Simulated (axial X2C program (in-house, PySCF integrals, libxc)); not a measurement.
## OPmO⁻: the levels of the configuration f(δφ)3 s1 f(π)0

Computed with an in-house all-electron X2C program for linear molecules (integrals from PySCF): two-component X2C with atomic mean-field Coulomb and Gaunt terms, basis O dyall-v3z, Pm dyall-v3z (cores contracted in-house). Orbitals come from Hartree–Fock averaged over the configuration Pm f(δφ)3 s1 f(π)0; CI then distributes these electrons over the f(δφ), s, f(π) shells of Pm.

O–Pm–O held linear, both bonds 1.775 Å (near the minimum of the configuration average).

Lowest levels of this model:

```tsv
Ω	energy (cm⁻¹)	g∥	configuration
2	0	2.25	100% f(δφ)3 s1
3	56	6.26	100% f(δφ)3 s1
1	840	1.53	100% f(δφ)3 s1
2	1051	2.48	100% f(δφ)3 s1
4	1249	10.05	100% f(δφ)3 s1
3	1354	6.05	100% f(δφ)3 s1
5	3825	13.75	100% f(δφ)3 s1
4	4043	9.75	100% f(δφ)3 s1
0	8601	0.00	100% f(δφ)3 s1
0	8601	0.00	100% f(δφ)3 s1
1	8753	0.34	100% f(δφ)3 s1
2	9109	4.15	100% f(δφ)3 s1
1	9113	0.18	100% f(δφ)3 s1
8	9284	17.89	100% f(δφ)3 s1
7	9358	13.88	100% f(δφ)3 s1
3	10018	7.89	100% f(δφ)3 s1
2	10129	3.90	100% f(δφ)3 s1
6	10655	10.24	100% f(δφ)3 s1
7	10705	14.25	100% f(δφ)3 s1
4	10723	11.73	100% f(δφ)3 s1
3	10955	7.73	100% f(δφ)3 s1
3	14332	7.09	100% f(δφ)3 s1
2	14339	3.00	100% f(δφ)3 s1
2	15563	2.89	100% f(δφ)3 s1
3	15572	6.82	100% f(δφ)3 s1
1	17772	0.61	100% f(δφ)3 s1
1	18132	1.01	100% f(δφ)3 s1
4	18180	9.88	100% f(δφ)3 s1
7	19102	12.62	100% f(δφ)3 s1
8	19117	16.61	100% f(δφ)3 s1
```

g∥ is the magnitude of 2⟨Lz + ge Sz⟩ for the +Ω component.

Q: From Ω and g∥ of the lowest level, whose 2⟨Lz + ge Sz⟩ is positive, find ⟨Sz⟩ and ⟨Lz⟩ (ge = 2.0023).

A: Ω = ⟨Lz⟩ + ⟨Sz⟩ = 2 and ⟨Lz⟩ + ge⟨Sz⟩ = 1.125, so ⟨Sz⟩ = -0.87 and ⟨Lz⟩ = 2.87.

Occupations of the active spinors in the lowest level by ω, shell by shell in order of energy: -7/2: 0.02; -5/2: 0.51 0.00; -3/2: 0.47 0.00; -1/2: 0.98 0.00; 1/2: 0.02 0.00; 3/2: 0.74 0.00; 5/2: 0.37 0.61; 7/2: 0.27. The leading determinant has weight 0.36 among 94.

This point took 4.5 s on 1 thread of Arm Neoverse V1, on a shared host.

There is no dynamic correlation: spin–orbit spacings and, for f shells, spacings inside one term are the most reliable numbers, splittings between terms come out too wide, and energies between configurations are not reliable, so the lowest level need not be the ground state of the molecule. At most 6 roots were kept for each Ω > 0 (twice that for Ω = 0) within 3.5 eV of the lowest, so higher up levels can be missing between those listed; levels with Ω > 0 are doubly degenerate and listed once, Ω = 0 levels singly. States that fill the shells left empty in the average are placed too high. For an anion, levels above electron detachment are held by the basis set. The molecule was held linear; bending was not examined.
